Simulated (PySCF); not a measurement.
# One molecule, several mistakes: Al2BCH4 cation

These are calculations, not measurements. They come from PySCF 2.14.0, an open-source quantum chemistry program, on an isolated molecule that a program drew, which may never have been made. The molecule is Al2BCH4 cation (charge +1, singlet), drawn as the SMILES string `C=[B][Al+][AlH2]`.

Each row is a Hartree-Fock (HF) and frozen-core CCSD(T) single point in the cc-pV(D+d)Z basis, meant for a local HF minimum. Run 1 is clean. Each other run has one planted mistake out of seven kinds, and not every kind appears here: one electron removed, one electron added, multiplicity raised by two, geometry at a saddle point, minimal basis STO-3G, one bond length entered in bohr, all coordinates scaled. The reference is restricted for singlets and unrestricted otherwise, and also for a bond in bohr. Adding or removing an electron swaps singlet and doublet. Electrons count all cores. HOMO and LUMO are orbital energies over both spins, the gradient is its largest component, and the lowest frequency (negative if imaginary) is given only where the gradient is small. Bond lengths are over the 7 bonds as drawn. T1 is the CCSD diagnostic: over 0.02 (restricted) or 0.045 (unrestricted) a single reference is doubtful.

Geometry of the clean run:
```xyz
8
Al2BCH4 cation, angstrom
C    -0.4307    1.1160    2.6055
B    -0.5659    0.5582    1.3395
Al   -0.7726   -0.2719   -0.5459
Al   -1.0448   -1.3546   -2.9989
H    -0.1692    0.5225    3.4775
H    -0.5794    2.1765    2.7912
H    -1.3569   -0.2977   -4.1010
H    -0.8562   -2.9016   -3.0069
```

```
run,electrons,basis functions,<S^2>,HOMO (eV),LUMO (eV),gradient (hartree/bohr),lowest frequency (cm^-1),mean bond (Å),longest bond (Å),T1,HF (hartree),CCSD(T) (hartree),mistake
1,40,94,0.000,-13.03,-4.95,4.8e-05,67,1.6352,2.695,0.0174,-548.40022,-548.76790,no fault
2,41,94,0.953,-6.20,-0.36,4.2e-02,-,1.6352,2.695,0.0407,-548.60466,-548.98753,one electron added
3,40,32,0.000,-10.59,0.92,5.0e-02,-,1.6352,2.695,0.0117,-541.87767,-542.08571,minimal basis STO-3G
4,40,94,0.000,-13.99,-5.08,8.9e-02,-,1.4962,2.466,0.0157,-548.34044,-548.70004,?
```

**Which mistake was planted in run 4, and what did it cost?**

The mean and the longest bond both change by the same factor, 0.915, and the gradient is no longer small. So the mistake is: all coordinates scaled. Subtracting run 1 and multiplying by 627.51 kcal/mol a hartree, the energy moved by 37.5 kcal/mol in HF and 42.6 kcal/mol in CCSD(T).

